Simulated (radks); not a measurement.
Species: Ca III. Configuration: [Ar].

Method: scalar-relativistic Kohn-Sham, AM05, spin-polarised, spherical densities, finite nucleus; Fermi nuclear charge, rms radius 3.4776 fm; computed with a radial shooting solver on a logarithmic mesh with Libxc functionals.

Energy parts (eV):
| part | energy |
|---|---|
| total | -18454.189 |
| kinetic | 18571.298 |
| electron-nucleus | -43596.853 |
| Hartree | 7500.590 |
| exchange-correlation | -929.225 |

Orbitals (lengths in bohr, moments of r in powers of bohr; <r^-3> diverges for s and p1/2):
| orbital | occ. | eigenvalue (eV) | <1/r> | <r^-3> |
|---|---|---|---|---|
| 1s | 2 | -3954.455 | 19.70 | - |
| 2s | 2 | -428.7138 | 4.039 | - |
| 2p | 6 | -349.7774 | 3.946 | 186.6 |
| 3s | 2 | -62.0156 | 1.213 | - |
| 3p | 6 | -42.9645 | 1.086 | 19.98 |

The highest occupied level is 3p at -42.964 eV. The density falls to 0.001 e/bohr^3 at r = 2.98 bohr. The electron density at the nucleus is 6154 e/bohr^3 (large components only). For comparison, the ionisation energy in NIST's Atomic Spectra Database is 50.913 eV (measured). In exact Kohn-Sham theory the highest level is minus the ionisation energy, but local and semilocal functionals leave it too shallow, through self-interaction and a potential that decays too fast; potentials with the right tail come closer. Summed over all electrons, <r^2> = 15.34 bohr^2, which gives a Langevin (diamagnetic) susceptibility term of -12.2 x 10^-6 cm^3/mol.
